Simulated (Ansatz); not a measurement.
The pair A = H2O (SMILES O) (first 3 atoms), B = Si2H6 (SMILES [SiH3][SiH3]); geometry from B3LYP-D3(BJ)/def2-TZVP.
(charge 0, multiplicity 1):
```
atom    x (Å)    y (Å)   z (Å)
----  -------  -------  ------
O      0.5559   0.4866  1.3738
H      1.0048  -0.3071  1.0631
H     -0.2550   0.5437  0.8567
Si    -0.8495  -1.0247  3.7617
Si     0.3124   0.8873  4.4750
H     -1.9161  -0.6754  2.7900
H     -1.5005  -1.7189  4.9029
H      0.0637  -1.9996  3.1139
H     -0.2368   2.1052  3.8369
H      1.7562   0.7702  4.1687
H      0.1700   1.0407  5.9468
```

Frozen-core correlation. MP2 and its Hartree–Fock in aug-cc-pV(T+d)Z are density fitted.

Run with Ansatz (a quantum-chemistry and plane-wave program) with Gaussian orbitals. 

The counterpoise-corrected interaction energy is E(AB) − E(A in the pair's basis) − E(B in the pair's basis). Total energies (hartree):

| level | AB | A in the pair's basis | B in the pair's basis |
|---|---|---|---|
| HF/aug-cc-pV(D+d)Z | -657.3938506 | -76.0413881 | -581.3514050 |
| MP2/aug-cc-pV(D+d)Z | -657.8413899 | -76.2618029 | -581.5754859 |
| HF/aug-cc-pV(T+d)Z | -657.4362804 | -76.0602796 | -581.3749992 |
| MP2/aug-cc-pV(T+d)Z | -657.9783116 | -76.3293352 | -581.6442728 |
| CCSD(T)/aug-cc-pV(D+d)Z | -657.9149910 | -76.2748793 | -581.6360858 |

Question: Work out the counterpoise-corrected interaction energy at the basis-set limit: extrapolate the MP2 correlation part as X⁻³, take Hartree–Fock from the larger set, and add the CCSD(T) − MP2 difference of aug-cc-pV(D+d)Z.

Answer: 
1. Differences (1 hartree = 627.509 kcal/mol): HF/aug-cc-pV(D+d)Z -0.664; MP2/aug-cc-pV(D+d)Z -2.574; HF/aug-cc-pV(T+d)Z -0.628; MP2/aug-cc-pV(T+d)Z -2.951; CCSD(T)/aug-cc-pV(D+d)Z -2.526.
2. Correlation parts, MP2 less HF: -1.910 in aug-cc-pV(D+d)Z (X = 2), -2.323 in aug-cc-pV(T+d)Z (X = 3).
3. Limit (3³·(-2.323) − 2³·(-1.910))/(3³ − 2³) = -2.497; with HF/aug-cc-pV(T+d)Z it gives -3.125.
4. CCSD(T) less MP2 in aug-cc-pV(D+d)Z: 0.047.
Result: -3.08 kcal/mol, against -2.57 at MP2/aug-cc-pV(D+d)Z. It is an estimate of this method's limit, not of the exact value.
